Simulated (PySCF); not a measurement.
**[TiF5]2-: what the settings change**

[TiF5]2-: Ti(III) (d1), charge -2. The structure is a PBE0-D3(BJ)/def2-TZVP, IEF-PCM water geometry optimised for multiplicity 2; coordination trigonal bipyramidal, point group Cs, metal–donor distances 1.88–1.98 Å.

```
6

Ti    0.0000    0.0000    0.0000
F     0.0063    0.0117    1.9820
F     0.0063    0.0117   -1.9820
F     1.8721   -0.2234    0.0000
F    -1.1017    1.5227    0.0000
F    -0.9342   -1.6794    0.0000
```

Method (PySCF 2.14, density fitting): CASSCF(1,5) with orbitals averaged over all microstates of the shell, strongly contracted NEVPT2 on the averaged canonical orbitals; basis x2c-TZVPall on the metal, x2c-SVPall elsewhere; spin-free X2C; IEF-PCM water; spin-orbit coupling by state interaction with the mean-field operator over all roots.

Base run: NEVPT2 ground state 2A'', next 2A'' at 1590, then 2A' at 5505 cm⁻¹, ζ 132 cm⁻¹, g 1.831 1.902 1.951, μeff(300 K) 1.77 μB.

Q: What happens with the basis x2c-TZVPall on all atoms?

A: NEVPT2 ground state 2A'', next 2A'' at 1602, then 2A' at 5440 cm⁻¹, ζ 132 cm⁻¹, g 1.832 1.900 1.950, μeff(300 K) 1.77 μB. It took 11 s against 4.5 s on a shared host of the same kind.

NEVPT2 on the d shell alone tends to put d–d bands too high for such charged or covalently bound ions.
